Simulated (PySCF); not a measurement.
**Spin-rotation constants: `C1=[CH][GaH2-][O]1`, [C2H4GaO]-, charge -1**

Molfile (atoms numbered from 1):
```
C2H4GaO
     RDKit          3D

  8  8  0  0  0  0  0  0  0  0999 V2000
    0.4838   -1.4651   -0.1654 C   0  0  0  0  0  0  0  0  0  0  0  0
   -0.0555   -0.2206   -0.2060 C   0  0  0  0  0  0  0  0  0  0  0  0
   -1.8318   -1.1318   -0.2323 Ga  0  0  0  0  0  4  0  0  0  0  0  0
   -0.3533   -2.4988   -0.1649 O   0  0  0  0  0  0  0  0  0  0  0  0
    1.5694   -1.7166   -0.1314 H   0  0  0  0  0  0  0  0  0  0  0  0
    0.5315    0.7024   -0.2098 H   0  0  0  0  0  0  0  0  0  0  0  0
   -2.6932   -1.2827   -1.5885 H   0  0  0  0  0  0  0  0  0  0  0  0
   -2.7647   -1.2212    1.0813 H   0  0  0  0  0  0  0  0  0  0  0  0
  1  2  2  0
  2  3  1  0
  3  4  1  0
  4  1  1  0
  1  5  1  0
  2  6  1  0
  3  7  1  0
  3  8  1  0
M  CHG  1   3  -1
M  END
```

Method: GIAO BLYP/aug-pcSseg-1 magnetisability, rotational g tensor and spin-rotation constants, non-relativistic, gas phase (PySCF). Geometry: PBE0-D3(BJ)/def2-SVP.

The calculation is non-relativistic, which matters for the atoms heavier than Zn. For an ion the centre-of-mass motion in the field is neglected. The highest occupied orbital is unbound at this level, so the values depend on the basis.

Question: Give the nuclear spin-rotation constants along the inertial axes (H = +C I·J) beside the isotropic shieldings.

Answer: Rotational constants 11.1811, 4.6258, 3.4319 GHz. A star marks the isotopologue with that one atom substituted, in its own axes.
```csv
atom,isotope,Caa (kHz),Cbb (kHz),Ccc (kHz),mean (kHz),σ (ppm)
Ga3,69Ga,20.438,7.993,6.807,11.746,1380.8
H5,1H,1.377,-0.302,-0.217,0.286,23.0
H6,1H,-0.564,0.383,-0.378,-0.186,27.0
H7,1H,-0.179,-0.222,0.072,-0.110,25.8
H8,1H,-0.176,-0.223,0.071,-0.109,25.8
C1,13C*,5.910,1.709,0.949,2.856,5.7
C2,13C*,3.167,1.726,0.640,1.845,79.3
O4,17O*,-3.489,-1.104,-0.485,-1.693,116.0
```
For the geometry as given, no vibrational averaging.
